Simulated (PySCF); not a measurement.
An unknown shows these calculated signals:

¹H NMR (300 MHz, computed): δ 8.98 (d, 1H), 8.46 (d, 1H), 8.14 (m, 1H), 7.57 (m, 1H), 2.90 (s, 3H).

¹³C{¹H} NMR (computed): δ 205.7 (C), 157.3 (C), 154.2 (CH), 142.8 (CH), 132.5 (CH), 127.8 (CH), 30.0 (CH3).

[PySCF: coordinates at the GFN2-xTB level; GIAO PBE0/pcSseg-1 shieldings; a single conformation; in vacuum; non-relativistic Hamiltonian; rapidly exchanging positions averaged]

Referencing at the same level of theory: TMS for ¹H (31.72 ppm), ¹³C (186.93 ppm).

Which of these does the molecule contain: a methoxy group, an NH or NH2 group, a non-aromatic C=C double bond, a heteroaromatic ring, a ketone?

Results:


- A methoxy group: no.
- An NH or NH2 group: no.
- A non-aromatic C=C double bond: no.
- A heteroaromatic ring: yes.
- A ketone: yes (δC 205.7).

The data belong to SMILES C1(C(C)=O)=CC=CC=N1, C$_{7}$H$_{7}$NO; they needn't prove each group on their own.

Carbon signals by region: 1 in the far downfield region (above 160 ppm), 5 in the sp2 and nitrile region (100–160 ppm), 1 below 50 ppm. Above 160 ppm: 205.7, ketone carbonyl carbon.

Shifts are as computed. Against solution values, carbons near 30 ppm lie about +3 ppm off and those near 130 ppm about +5 ppm. Of 1211 compounds with measured shifts, 218 miss one by over three times the rms of a fit or turn the order of signals round; such compounds aren't used in these exercises. Multiplicities follow the n + 1 count of equivalent neighbours, as no J values were calculated; m marks all less simple cases, F and P coupling included.
